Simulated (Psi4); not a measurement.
Psi4 input (wB97X-D/6-31G*):

```
memory 1500 MB

molecule {
0 2
C     0.46427900   -0.48240700    0.01662400
C    -0.82872400   -0.29631400    0.06169700
F    -1.71110200   -1.27296600    0.17958200
F    -1.44309500    0.87950900   -0.00273100
Cl    1.79849600    0.48314300   -0.12127000
symmetry c1
no_reorient
no_com
}

set {
  basis 6-31G*
  reference uks
  scf_type pk
  dft_radial_points 99
  dft_spherical_points 590
  e_convergence 1e-8
  d_convergence 1e-7
  maxiter 150
}

e = energy('wb97x-d')
print_out(f'\nFINAL {e:.10f} DIPOLE {variable("CURRENT DIPOLE")[0]:.6f} {variable("CURRENT DIPOLE")[1]:.6f} {variable("CURRENT DIPOLE")[2]:.6f}\n')
```

Output:

```
   => Loading Basis Set <=

    Name: 6-31G*
    Role: ORBITAL
    Keyword: BASIS
    atoms 1-2 entry C          line   111 file 6-31gs.gbs
    atoms 3-4 entry F          line   162 file 6-31gs.gbs
    atoms 5   entry CL         line   340 file 6-31gs.gbs

   => WB97X-D: Empirical Dispersion <=

    Chai and Head-Gordon Dispersion Correction
    Chai, J.-D.; Head-Gordon, M. (2010), J. Chem. Phys., 132: 6615-6620

        s6 =       1.000000

         ---------------------------------------------------------
                                   SCF
               by Justin Turney, Rob Parrish, Andy Simmonett
                          and Daniel G. A. Smith
                              UKS Reference
         ---------------------------------------------------------

  ==> Geometry <==

    Molecular point group: c1
    Full point group: C1

    Geometry (in Angstrom), charge = 0, multiplicity = 2:

       Center              X                  Y                   Z               Mass
    ------------   -----------------  -----------------  -----------------  -----------------
         C            0.464279000000    -0.482407000000     0.016624000000    12.000000000000
         C           -0.828724000000    -0.296314000000     0.061697000000    12.000000000000
         F           -1.711102000000    -1.272966000000     0.179582000000    18.998403162730
         F           -1.443095000000     0.879509000000    -0.002731000000    18.998403162730
         CL           1.798496000000     0.483143000000    -0.121270000000    34.968852682000

  Running in c1 symmetry.

  Rotational constants: A =      0.37852  B =      0.07227  C =      0.06068 [cm^-1]
  Rotational constants: A =  11347.76443  B =   2166.60427  C =   1819.25737 [MHz]
  Nuclear repulsion =  199.569451716880963

  Charge       = 0
  Multiplicity = 2
  Electrons    = 47
  Nalpha       = 24
  Nbeta        = 23

  ==> Algorithm <==

  SCF Algorithm Type is PK.
  DIIS enabled.
  MOM disabled.
  Fractional occupation disabled.
  Guess Type is SAD.
  Energy threshold   = 1.00e-08
  Density threshold  = 1.00e-07
  Integral threshold = 1.00e-12

  ==> Primary Basis <==

  Basis Set: 6-31G*
    Blend: 6-31G*
    Number of shells: 32
    Number of basis functions: 79
    Number of Cartesian functions: 79
    Spherical Harmonics?: false
    Max angular momentum: 2

  ==> DFT Potential <==

   => LibXC <=

    Version 7.1.2
    S. Lehtola, C. Steigemann, M. J. T. Oliveira, and M. A. L. Marques,  SoftwareX 7, 1–5 (2018) (10.1016/j.softx.2017.11.002)

   => Composite Functional: WB97X-D <=

    wB97X-D Hyb-GGA Exchange-Correlation Functional

    J.-D. Chai and M. Head-Gordon,  Phys. Chem. Chem. Phys. 10, 6615–6620 (2008) (10.1039/B810189B)

    Deriv               =              1
    GGA                 =           TRUE
    Meta                =          FALSE

    Exchange Hybrid     =           TRUE
    MP2 Hybrid          =          FALSE

   => Exchange-Correlation Functionals <=

    1.0000   wB97X-D range-separated functional

   => Exact (HF) Exchange <=

    0.7780            HF,LR [omega = 0.2000]
    0.2220               HF

   => LibXC Density Thresholds  <==

    XC_HYB_GGA_XC_WB97X_D:  1.00E-14

   => Molecular Quadrature <=

    Radial Scheme          =       TREUTLER
    Pruning Scheme         =           NONE
    Nuclear Scheme         =       TREUTLER

    Blocking Scheme        =         OCTREE
    BS radius alpha        =              1
    Pruning alpha          =              1
    Radial Points          =             99
    Spherical Points       =            590
    Total Points           =         273467
    Total Blocks           =           2043
    Max Points             =            256
    Max Functions          =             76
    Weights Tolerance      =       1.00E-15

  ==> Integral Setup <==

  Using in-core PK algorithm.
   Calculation information:
      Number of atoms:                   5
      Number of AO shells:              32
      Number of primitives:             87
      Number of atomic orbitals:        79
      Number of basis functions:        79

      Integral cutoff                 1.00e-12
      Number of threads:                 1

  Performing in-core PK
  Using 14983140 doubles for integral storage.
  We computed 121576 shell quartets total.
  Whereas there are 139656 unique shell quartets.

  Computing range-separated integrals for PK
  We computed 121576 wK shell quartets total.
  Whereas there are 139656 wK unique shell quartets.

  ==> DiskJK: Disk-Based J/K Matrices <==

    J tasked:                  Yes
    K tasked:                  Yes
    wK tasked:                 Yes
    Omega:               2.000E-01
    Schwarz Cutoff:          1E-12


  Cached 100.0% of DFT collocation blocks in 0.508 [GiB].

  Minimum eigenvalue in the overlap matrix is 3.0947897064E-03.
  Reciprocal condition number of the overlap matrix is 5.0255198939E-04.
    Using symmetric orthogonalization.

  ==> Pre-Iterations <==

  SCF Guess: Superposition of Atomic Densities via on-the-fly atomic UHF (no occupation information).

   -------------------------
    Irrep   Nso     Nmo
   -------------------------
     A         79      79
   -------------------------
    Total      79      79
   -------------------------

  ==> Iterations <==

                        Total Energy        Delta E     RMS |[F,P]|

   @UKS iter SAD:  -735.56875659958359   -7.35569e+02   0.00000e+00
   @UKS iter   1:  -735.79836998654491   -2.29613e-01   4.68203e-03 ADIIS/DIIS
   @UKS iter   2:  -735.82424127608533   -2.58713e-02   4.00325e-03 ADIIS/DIIS
   @UKS iter   3:  -735.85827618140831   -3.40349e-02   6.23440e-04 ADIIS/DIIS
   @UKS iter   4:  -735.85980998805314   -1.53381e-03   2.07097e-04 ADIIS/DIIS
   @UKS iter   5:  -735.86022558391630   -4.15596e-04   1.15911e-04 ADIIS/DIIS
   @UKS iter   6:  -735.86036799396982   -1.42410e-04   4.68511e-05 DIIS
   @UKS iter   7:  -735.86042405799435   -5.60640e-05   2.74157e-05 DIIS
   @UKS iter   8:  -735.86043847082931   -1.44128e-05   1.80687e-05 DIIS
   @UKS iter   9:  -735.86044574073333   -7.26990e-06   8.88630e-06 DIIS
   @UKS iter  10:  -735.86044831722825   -2.57649e-06   2.15790e-06 DIIS
   @UKS iter  11:  -735.86044842227773   -1.05049e-07   5.44284e-07 DIIS
   @UKS iter  12:  -735.86044842522517   -2.94744e-09   2.85329e-07 DIIS
   @UKS iter  13:  -735.86044842567264   -4.47471e-10   1.45409e-07 DIIS
   @UKS iter  14:  -735.86044842578701   -1.14369e-10   4.50070e-08 DIIS
  Energy and wave function converged.

  ==> Post-Iterations <==

   Electrons on quadrature grid:
      Nalpha   =   23.9999999717 ; deviation = -2.835e-08
      Nbeta    =   22.9999999607 ; deviation = -3.933e-08
      Ntotal   =   46.9999999323 ; deviation = -6.768e-08

   @Spin Contamination Metric:   1.269850326E-02
   @S^2 Expected:                7.500000000E-01
   @S^2 Observed:                7.626985033E-01
   @S   Expected:                5.000000000E-01
   @S   Observed:                5.000000000E-01

    Orbital Energies [Eh]
    ---------------------

    Alpha Occupied:

       1A   -101.769133     2A    -24.878929     3A    -24.877410
       4A    -10.488583     5A    -10.391474     6A     -9.640198
       7A     -7.388962     8A     -7.380611     9A     -7.378199
      10A     -1.401134    11A     -1.341255    12A     -1.026826
      13A     -0.881063    14A     -0.730923    15A     -0.678850
      16A     -0.624660    17A     -0.622636    18A     -0.546036
      19A     -0.540345    20A     -0.528512    21A     -0.489753
      22A     -0.488204    23A     -0.358661    24A     -0.344873

    Alpha Virtual:

      25A      0.090747    26A      0.100080    27A      0.231297
      28A      0.284319    29A      0.401165    30A      0.438538
      31A      0.502538    32A      0.505885    33A      0.540306
      34A      0.582644    35A      0.606989    36A      0.611755
      37A      0.677632    38A      0.696537    39A      0.736933
      40A      0.897304    41A      0.905141    42A      0.906767
      43A      0.924818    44A      1.015773    45A      1.152536
      46A      1.166857    47A      1.181817    48A      1.240132
      49A      1.242021    50A      1.356656    51A      1.420239
      52A      1.470019    53A      1.471063    54A      1.482346
      55A      1.644272    56A      1.791757    57A      1.802103
      58A      1.828610    59A      1.868236    60A      1.901881
      61A      1.913748    62A      2.031495    63A      2.048632
      64A      2.075315    65A      2.137215    66A      2.162939
      67A      2.208526    68A      2.530701    69A      2.609221
      70A      2.664643    71A      2.823946    72A      3.082280
      73A      3.146209    74A      3.199581    75A      4.070699
      76A      4.224868    77A      4.426962    78A      4.755003
      79A      4.930289

    Beta Occupied:

       1A   -101.768004     2A    -24.877819     3A    -24.877423
       4A    -10.489313     5A    -10.378475     6A     -9.638960
       7A     -7.387924     8A     -7.377234     9A     -7.377227
      10A     -1.400085    11A     -1.339641    12A     -1.013386
      13A     -0.865481    14A     -0.723599    15A     -0.672631
      16A     -0.624654    17A     -0.607269    18A     -0.542043
      19A     -0.538555    20A     -0.523417    21A     -0.479667
      22A     -0.459303    23A     -0.334593

    Beta Virtual:

      24A     -0.052628    25A      0.102173    26A      0.117173
      27A      0.233450    28A      0.290287    29A      0.412321
      30A      0.444850    31A      0.506374    32A      0.507173
      33A      0.550885    34A      0.601657    35A      0.609930
      36A      0.631320    37A      0.691794    38A      0.705959
      39A      0.754926    40A      0.905374    41A      0.911448
      42A      0.916131    43A      0.932169    44A      1.025420
      45A      1.157661    46A      1.180447    47A      1.185346
      48A      1.241376    49A      1.247305    50A      1.365840
      51A      1.421445    52A      1.473668    53A      1.477686
      54A      1.481674    55A      1.671290    56A      1.806641
      57A      1.833677    58A      1.856075    59A      1.871118
      60A      1.913617    61A      1.921900    62A      2.040751
      63A      2.049697    64A      2.081351    65A      2.149859
      66A      2.167126    67A      2.229942    68A      2.550295
      69A      2.610526    70A      2.670274    71A      2.840926
      72A      3.086038    73A      3.151335    74A      3.209072
      75A      4.105408    76A      4.226658    77A      4.445426
      78A      4.760625    79A      4.930879

    Final Occupation by Irrep:
              A
    DOCC [    23 ]
    SOCC [     1 ]
    NA   [    24 ]
    NB   [    23 ]

  @UKS Final Energy:  -735.86044842578701

   => Energetics <=

    Nuclear Repulsion Energy =            199.5694517168809625
    One-Electron Energy =               -1412.2686394184067922
    Two-Electron Energy =                 519.8450381758776757
    DFT Exchange-Correlation Energy =     -43.0055928030882555
    Empirical Dispersion Energy =          -0.0007060970507890
    VV10 Nonlocal Energy =                  0.0000000000000000
    Total Energy =                       -735.8604484257870126

  UHF NO Occupations:
  HONO-2 :   22  A 1.9991847
  HONO-1 :   23  A 1.9950931
  HONO-0 :   24  A 1.0000000
  LUNO+0 :   25  A 0.0049069
  LUNO+1 :   26  A 0.0008153
  LUNO+2 :   27  A 0.0004067
  LUNO+3 :   28  A 0.0001414

Computation Completed

Properties will be evaluated at   0.000000,   0.000000,   0.000000 [a0]

Properties computed using the SCF density matrix

 Multipole Moments:

 ------------------------------------------------------------------------------------
     Multipole            Electronic (a.u.)      Nuclear  (a.u.)        Total (a.u.)
 ------------------------------------------------------------------------------------

 L = 1.  Multiply by 2.5417464519 to convert [e a0] to [Debye]
 Dipole X            :          0.2005373           -0.0000208            0.2005166
 Dipole Y            :          0.1046512           -0.0000151            0.1046361
 Dipole Z            :         -0.0175190           -0.0000094           -0.0175284
 Magnitude           :                                                    0.2268542

 ------------------------------------------------------------------------------------

FINAL -735.8604484258 DIPOLE 0.200517 0.104636 -0.017528

*** Psi4 exiting successfully. Buy a developer a beer!
```

The geometry given is a B3LYP-D3(BJ)/def2-TZVP minimum.
